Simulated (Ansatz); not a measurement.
Ansatz (an electronic-structure program) input (RI-MP2/cc-pV(T+d)Z):
A basis named .json is the Basis Set Exchange file of that set.

Ansatz 0.2 input:
```yaml
crystal:
  periodic: [false, false, false]
  atoms:
    - {symbol: Si, position_ang: [0.05621184, 0.06010527, -0.02970235]}
    - {symbol: O, position_ang: [1.30246562, -0.64783037, -0.77372147]}
    - {symbol: O, position_ang: [0.41205874, 0.77162967, 1.40240846]}
    - {symbol: O, position_ang: [-0.79084152, 1.12826139, -0.92231548]}
    - {symbol: N, position_ang: [-0.90931770, -1.36128719, 0.18150904]}
    - {symbol: H, position_ang: [1.24866779, 0.53714127, 1.81170386]}
    - {symbol: H, position_ang: [-1.02809362, 1.96162156, -0.50874294]}
    - {symbol: H, position_ang: [-1.42901427, -1.72612021, -0.60462414]}
    - {symbol: H, position_ang: [-0.60276433, -2.10159171, 0.79596054]}
basis:
  gaussian:
    orbitals: cc-pV_T+d_Z.json
    fitting: {mean_field: def2-universal-jkfit, correlation: cc-pVTZ-RIFIT.json}
magnetization: {spin_polarized: true, initial_magnetization: 1}
correlation: {method: mp2, electrons: outside_noble_gas}
```

Output:

```
Functional definition: HF
integrals: 0.22 GiB planned
508 factors; integrals over basis functions are off by at most 9.4e-1 eV
566 factors; integrals over basis functions are off by at most 6.3e-1 eV
mean field: 0.79 GiB planned
mean field evaluation 1: about -15518.4328 eV, gradient 4.2e1 eV
mean field evaluation 2: about -15521.9442 eV, gradient 3.1e1 eV
mean field evaluation 4: about -15525.2856 eV, gradient 4.3e0 eV
mean field evaluation 8: about -15526.1880 eV, gradient 1.1e0 eV
mean field evaluation 16: about -15525.8242 eV, gradient 6.8e0 eV
mean field evaluation 32: about -15525.3481 eV, gradient 7.2e0 eV
mean field -15526.23075878 eV, -570.5784563279 hartree, gradient 2.3e-6 eV, S^2 0.759753; 5 other end points of the search recorded, 0 dependent functions left out
9 core orbitals not correlated
reference -15526.23075878 eV, -570.5784563279 hartree; 16, 15 occupied and 190, 191 virtual orbitals, 566 factors
second order -27.12188870 eV of doubles, -0.00000000 eV of singles
Total energy: -15553.35264747 eV, -571.5751673536 hartree
```

It need not be the lowest isomer of its formula.
